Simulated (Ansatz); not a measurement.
`N=C(Cl)[SiH2]O` + CH₄ → `C[SiH2]C(=N)Cl` + H₂O  (formal exchange of groups at the Si–O bond)

Program: Ansatz. Geometries: PBE0-D4/def2-TZVP. ΔE: electronic, gas phase. CCSD(T)/CBS adds triple-zeta CCSD(T) − MP2 to the extrapolated MP2 energy (def2 sets, frozen cores). This one scheme is used for every species. DFT in def2-TZVPP. One conformer a species, not always the lowest.

`N=C(Cl)[SiH2]O`:

Cartesian coordinates in Å:
```
N -0.484 0.610 1.451
C 0.008 0.830 0.321
Cl 0.502 2.431 -0.243
Si 0.260 -0.604 -0.893
O -0.277 -1.937 -0.113
H -0.586 1.434 2.044
H 1.702 -0.691 -1.222
H -0.522 -0.322 -2.120
H -0.604 -1.751 0.774
```

CH₄:

Z-matrix (Å, degrees):
```
C
H 1 1.090
H 1 1.090 2 109.5
H 1 1.090 2 109.5 3 -120.0
H 1 1.090 2 109.5 3 120.0
```

`C[SiH2]C(=N)Cl`:

```xyz
11

C     1.563    0.512    0.378
Si   -0.165    0.850   -0.214
C    -1.160   -0.765   -0.207
N    -0.692   -1.867    0.149
Cl   -2.845   -0.566   -0.763
H     2.156    1.430    0.385
H     2.053   -0.215   -0.272
H     1.546    0.101    1.390
H    -0.205    1.362   -1.607
H    -0.898    1.798    0.665
H    -1.354   -2.641    0.096
```

H₂O:

```xyz
3

O     0.162   -0.265   -0.235
H     0.281    0.687   -0.259
H    -0.443   -0.422    0.494
```

```json
{"level": "revPBE-D4", "ΔE (kcal/mol)": "21.3"}
{"level": "SCS-MP2/def2-TZVPP", "ΔE (kcal/mol)": "24.6"}
```

Task: What does CCSD(T)/CBS give? (An estimate is asked.)

Result: The calculation gave: +22.9 kcal/mol. The listed levels differ from it by -1.6, 1.7 kcal/mol.

Largest T1 diagnostic among the species: 0.013.

In def2-TZVPP, CCSD(T) changes the Hartree–Fock value by −4.0 kcal/mol (the triples alone add −0.4 kcal/mol) and MP2 by −3.6 kcal/mol. The D4 term adds −0.8 kcal/mol with B3LYP and −0.5 kcal/mol with PBE0; it sums over pairs of atoms, weighted by their polarisabilities, and B3LYP, whose exchange is more repulsive, gets the larger term.

CCSD(T)/CBS has its own doubt, a few kJ/mol and more with outer-core shells, so smaller differences from it don't rank the levels.

B3LYP here is the variant with VWN-RPA as its local correlation; programs differ in this.
